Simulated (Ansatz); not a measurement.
B₆N₇H₂₀⁺, a cluster cut from zinc blende BN (hydrogen-capped), relaxed as a singlet with RKS r2SCAN-D4/def2-SVP in Ansatz, starting from the GFN2-xTB geometry. Force threshold 0.03 eV/Å.

Start:

```xyz
33

N    -1.932    1.271    0.470
N     2.039   -1.243    1.130
N     0.585    1.410    0.634
N    -0.535   -0.786    1.011
N    -1.727   -0.541   -1.237
N     0.819   -0.429   -1.036
N    -0.557    1.634   -1.607
B     0.645   -1.525    1.833
B    -0.663    0.716    1.279
B    -1.885    0.996   -1.073
B     2.152   -1.130   -0.448
B     0.773    1.094   -0.890
B    -0.425   -1.154   -0.482
H    -2.032    2.266    0.653
H    -2.763    0.841    0.869
H     2.607   -2.049    1.365
H     2.509   -0.462    1.575
H     0.611    2.407    0.825
H     1.394    1.010    1.100
H    -1.339   -1.257    1.408
H    -2.546   -1.030   -0.885
H    -1.661   -0.796   -2.218
H     0.925   -0.659   -2.016
H    -0.589    2.647   -1.525
H    -0.466    1.449   -2.603
H     0.671   -1.084    2.938
H     0.425   -2.689    1.794
H    -0.783    0.998    2.425
H    -2.842    1.430   -1.631
H     3.089   -0.450   -0.724
H     2.207   -2.221   -0.908
H     1.713    1.655   -1.345
H    -0.416   -2.320   -0.679
```

```csv
step,energy (eV),largest force component (eV/Å),SCF passes
1,-14801.1743,0.609,19
2,-14801.3248,0.272,19
3,-14801.3461,0.046,20
4,-14801.3462,0.039,19
5,-14801.3469,0.037,20
6,-14801.3474,0.016,13
```

Force components are those of the run's own axes.

End:

```csv
atom,x (Å),y (Å),z (Å)
N1,-1.937,1.277,0.470
N2,2.057,-1.285,1.135
N3,0.587,1.424,0.637
N4,-0.535,-0.796,1.017
N5,-1.736,-0.545,-1.243
N6,0.825,-0.437,-1.040
N7,-0.560,1.641,-1.612
B8,0.653,-1.529,1.855
B9,-0.671,0.715,1.294
B10,-1.901,1.003,-1.082
B11,2.176,-1.127,-0.449
B12,0.782,1.099,-0.904
B13,-0.436,-1.169,-0.492
H14,-2.068,2.277,0.657
H15,-2.787,0.868,0.874
H16,2.599,-2.127,1.347
H17,2.588,-0.555,1.613
H18,0.579,2.434,0.807
H19,1.425,1.116,1.138
H20,-1.337,-1.278,1.433
H21,-2.575,-1.035,-0.914
H22,-1.702,-0.805,-2.234
H23,0.951,-0.673,-2.029
H24,-0.602,2.664,-1.559
H25,-0.475,1.479,-2.621
H26,0.685,-1.045,2.973
H27,0.409,-2.719,1.835
H28,-0.798,1.007,2.463
H29,-2.877,1.446,-1.650
H30,3.120,-0.403,-0.711
H31,2.245,-2.235,-0.944
H32,1.738,1.676,-1.373
H33,-0.425,-2.363,-0.694
```

By distances, no bond broke or formed. The bond that changes most is B8–H27, from 1.19 to 1.21 Å (atoms count from 1).

No frequencies were taken in this run, so the end may be a saddle point.

It took 28 s on 2 threads of AMD EPYC 7R13 on a shared host and a share (18 GiB) of an NVIDIA H100 80GB HBM3, peak host memory 1 GiB.
